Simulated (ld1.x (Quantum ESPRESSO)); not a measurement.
## What one change does to a pseudopotential (ruthenium (Ru), TM semilocal)

ruthenium, norm-conserving Troullier–Martins (semilocal form), made with ld1.x (Quantum ESPRESSO) 7.5 (LDA (PZ), scalar-relativistic). Core [Kr], reference 4d7 5s1 5p0. Waves: 5p (bound, empty): rc 3.55 bohr; 4d (bound): rc 1.75 bohr; 5s (bound): rc 2.55 bohr. Local part: the s channel. Core correction: Bessel-smoothed model core, default radius (core density twice the valence density).

All-electron outer shells of the reference configuration (LDA (PZ), scalar-relativistic, ld1.x):

| shell | level (eV) | outermost node (bohr) | outermost maximum (bohr) |
| --- | --- | --- | --- |
| 4s | -76.44 | 0.48 | 0.91 |
| 4p | -46.53 | 0.49 | 0.98 |
| 4d | -5.40 | 0.48 | 1.21 |
| 5s | -4.52 | 1.24 | 2.73 |
| 5p | -1.04 | 1.41 | 3.82 |

Change: all radii but the core radius scaled by about 0.91 (s 2.32, p 3.24, d 1.60 bohr).

Cutoffs: the cutoffs (Ry, on a coarse ladder) from which the occupation-weighted sum of valence levels, in a spherical-Bessel basis at the reference potential, stays within 10 and 1 mRy of its value at 400 Ry; they do not see the model core or the augmentation charge, which bear on the density cutoff. Errors are all-electron minus pseudo energies relative to the spin-unpolarised reference configuration.

Q: Predict the effect on cutoff, ghosts and configuration errors.

A: The potential gets harder (50 Ry and 60 Ry → 50 Ry and 70 Ry); of the 9 tests that both files solve, the error grows in 0 and shrinks in 1 by more than 15 % and 0.3 meV (median size 41.6 → 39.4 meV); neither file shows a bound ghost. A smaller radius makes the pseudo-wave follow the all-electron one further in, where it bends more sharply, so more plane waves are needed. A semilocal file is local in each channel, so a ghost entry of none says nothing of the separable form that plane-wave codes build from it.

| quantity | base | changed |
| --- | --- | --- |
| cutoff, loose | 50 Ry | 50 Ry |
| cutoff, tight | 60 Ry | 70 Ry |
| loose cutoff by channel (10 mRy a level) | d 40 Ry, s 6 Ry | d 45 Ry, s 6 Ry |
| bound ghosts | none | none |
| error for 4d7 5s0 5p0, meV [ΔE 7.61 eV] | -14 | -13 |
| error for 4d6 5s0 5p0, meV [ΔE 26.05 eV] | -41 | -42 |
| error for 4d5 5s0 5p0, meV [ΔE 56.90 eV] | -300 | -302 |
| error for 4d7.5 5s0.5 5p0, meV [ΔE -0.28 eV] | -13 | -12 |
| error for 4d6 5s1 5p0, meV [ΔE 10.32 eV] | -42 | -39 |
| error for 4d6 5s1 5p1, meV [ΔE 5.66 eV] | -65 | -67 |
| error for 4d4 5s0 5p0, meV [ΔE 101.61 eV] | -1004 | -1011 |
| error for 4d7 5s1 5p0 (spin-polarised), meV [ΔE -1.65 eV] | +43 | +39 |
| error for 4d7 5s0 5p0 (spin-polarised), meV [ΔE 6.36 eV] | +17 | +14 |
